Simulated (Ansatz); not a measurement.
Consider the silylene formation by 1,1-elimination: `CO[SiH](C)C` → `C[Si]C` + CH₃OH.

Calculated with Ansatz (gas phase, PBE0-D4/def2-TZVP geometries, no zero-point term in ΔE). CCSD(T)/CBS is the MP2 limit (def2-TZVPP, def2-QZVPP) plus CCSD(T) − MP2 in def2-TZVPP, frozen cores. This one scheme is used for every species. Functionals use def2-TZVPP. Each species was taken in one conformer, which may not be the lowest.

`CO[SiH](C)C`:

```xyz
15

C    -1.108   -1.481    1.375
O    -0.655   -1.128    0.093
Si   -0.190    0.405   -0.305
C     0.148    0.388   -2.131
C     1.306    0.936    0.677
H    -1.909   -0.815    1.721
H    -1.503   -2.498    1.335
H    -0.297   -1.457    2.112
H    -1.314    1.339    0.017
H     0.962   -0.303   -2.367
H     0.434    1.383   -2.482
H    -0.737    0.072   -2.687
H     2.157    0.277    0.485
H     1.599    1.954    0.406
H     1.106    0.928    1.751
```

`C[Si]C`:

Z-matrix (Å, degrees):
```
C
Si 1 1.896
H 1 1.091 2 113.7
H 1 1.102 2 105.3 3 116.9
H 1 1.095 2 114.0 3 -126.9
C 2 1.896 1 97.8 3 163.9
H 6 1.095 2 113.9 1 37.4
H 6 1.091 2 113.7 1 164.2
H 6 1.102 2 105.3 1 -78.8
```

CH₃OH:

Z-matrix (Å, degrees):
```
C
O 1 1.409
H 1 1.097 2 112.4
H 1 1.090 2 107.0 3 -118.5
H 1 1.097 2 112.4 3 123.0
H 2 0.959 1 108.5 3 -61.6
```

```
             level  ΔE (kJ/mol)  difference from CCSD(T)/CBS
         r2SCAN-D4        348.3                         16.4
            B97M-V        335.9                          4.0
        r2SCANh-D4        350.1                         18.2
          BHLYP-D4        346.3                         14.4
            revPBE        293.2                        -38.7
              BLYP        295.7                        -36.2
            r2SCAN        345.4                         13.5
RPA@PBE/def2-TZVPP        313.6                        -18.3
     HF/def2-QZVPP        332.7                          0.8
SCS-MP2/def2-QZVPP        340.8                          8.9
       CCSD(T)/CBS        331.9                            0
```

Largest T1 diagnostic among the species: 0.012.

From r2SCAN to r2SCAN0 (25 % exact exchange), in def2-TZVPP and without D4, ΔE moves by +4.0 kJ/mol. At CCSD(T), def2-SVP lies −17.6 kJ/mol from the extrapolated value and def2-TZVPP −3.5 kJ/mol. Leaving LDA and LC-ωPBE aside and taking each functional with its dispersion term where it has one, the values, not all of them listed here, spread over 38.5 kJ/mol, from BLYP-D4 to r2SCAN0-D4. LDA lies +36.8 kJ/mol from PBE without D4.
